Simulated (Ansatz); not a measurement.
Calculated with Ansatz (gas phase, PBE0-D4/def2-TZVP geometries, no zero-point term in ΔE). CCSD(T)/CBS adds triple-zeta CCSD(T) − MP2 to the extrapolated MP2 energy (def2 sets, frozen cores). DFT in def2-TZVPP. Each species was taken in one conformer, which may not be the lowest.

`OB(O[SiH3])O[SiH3]` + `O=[CH][AlH][F]` → `O[B](O[SiH3])[AlH][F]` + `O=CO[SiH3]`  (redistribution)

```
        level  ΔE (eV)
    r2SCAN-D4     0.97
      ωB97M-V     1.08
         PBE0     0.92
HF/def2-QZVPP     1.27
```

(1) What does CCSD(T)/CBS give? (Best estimate.)

Largest T1 diagnostic among the species: 0.016.

## Answers

(1) Ansatz gave: +1.11 eV. The listed levels differ from it by -0.14, -0.03, -0.19, 0.16 eV.

From PBE to PBE0 (25 % exact exchange), in def2-TZVPP and without D4, ΔE moves by +0.11 eV. In def2-TZVPP, CCSD(T) changes the Hartree–Fock value by −0.19 eV (the triples alone add −0.06 eV) and MP2 by −0.17 eV.
